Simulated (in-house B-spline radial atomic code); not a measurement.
Atomic self-consistent-field run: Gd VI (Gd5+) (an excited or competing configuration). Method: scalar-relativistic (X2C) AM05, spin-polarised, spherical fractional occupations, Fermi nucleus of rms radius 5.1569 fm. Calculated with a B-spline radial code for spherical atoms.

Command:
```bash
python run_scf.py task.json out
```
Settings (nuclear radius in fm, mass in u):
```
Z                64
configuration    [Kr] 4d9 4f7 5s2 5p5
hamiltonian      x2c
method           am05
spin_polarised   True
nucleus          fermi
rms_radius       5.1569
atomic_mass      157.92411
speed_of_light   137.035999084
```

Output (hartree, bohr):
```
 radial grid: 68 intervals, B-splines of order 8, outer radius 25.4386 bohr

 iter        energy (Eh)    residual
    1      -11209.719599    8.45e-01
    2      -11226.662364    1.28e+00
    3      -11251.152443    2.61e-01
    4      -11252.139923    8.42e-02
    5      -11252.224867    2.03e-02
    6      -11252.230957    2.83e-03
    7      -11252.230999    1.37e-03
    8      -11252.231047    1.01e-04
    9      -11252.231047    3.78e-06
   10      -11252.231047    1.64e-07

 total energy                    -11252.23105
 kinetic                           12272.9131
 electron-nucleus                 -27520.5563
 Hartree                            4237.8298
 exchange-correlation               -242.4177

 orbital      occ     eigenvalue          <r>       <r^2>       <1/r>       r_max
 1s up      1.000     -1837.1152    0.0212078 0.000622669      76.797     0.01308
 1s down    1.000     -1837.1112    0.0212077 0.000622666     76.7971     0.01308
 2s up      1.000      -305.5198    0.0926696   0.0102021     17.7257     0.07894
 2s down    1.000      -305.4932    0.0926654   0.0102012     17.7266     0.07893
 2p up      3.000      -272.7759    0.0819589  0.00821598     15.6554      0.0635
 2p down    3.000      -272.7534    0.0819544  0.00821499     15.6561      0.0635
 3s up      1.000       -69.6632     0.244305   0.0683386     6.35879      0.2246
 3s down    1.000       -69.5350     0.244035   0.0681832     6.36727      0.2245
 3p up      3.000       -59.4730     0.242685   0.0683643     5.78631      0.2201
 3p down    3.000       -59.3446     0.242359    0.068176     5.79439      0.2199
 3d up      5.000       -45.7541     0.221257   0.0575592     5.44231      0.1799
 3d down    5.000       -45.6458     0.220887   0.0573483     5.44946      0.1798
 4s up      1.000       -16.0186     0.551855    0.343893       2.646      0.5158
 4s down    1.000       -15.7209     0.552048    0.344145     2.64351      0.5156
 4p up      3.000       -12.6341     0.582704    0.386229     2.39026      0.5374
 4p down    3.000       -12.3397     0.583138    0.386869     2.38716      0.5372
 4d up      5.000        -7.8894     0.630605    0.460587     2.10274      0.5575
 4d down    4.000        -7.5992     0.632241    0.463387     2.09722      0.5575
 4f up      7.000        -2.7200     0.773493    0.740133     1.62674      0.5552
 5s up      1.000        -3.9876       1.2648     1.78836      1.0683       1.165
 5s down    1.000        -3.8243      1.28632     1.85013     1.04553       1.179
 5p up      3.000        -3.0720      1.41982     2.26108    0.928636       1.292
 5p down    2.000        -2.9403      1.45069     2.36053    0.904096       1.313
```

Run time, properties included: 0.2 s on 1 thread of Intel(R) Xeon(R) 6975P-C (shared host).

One-electron X2C: radii and densities carry no picture-change correction, so inner-shell <1/r> comes out high (for 1s by about 2 % at Z = 33, 5 % at 54, 10 % at 75, 30 % at 118) and <r> low.
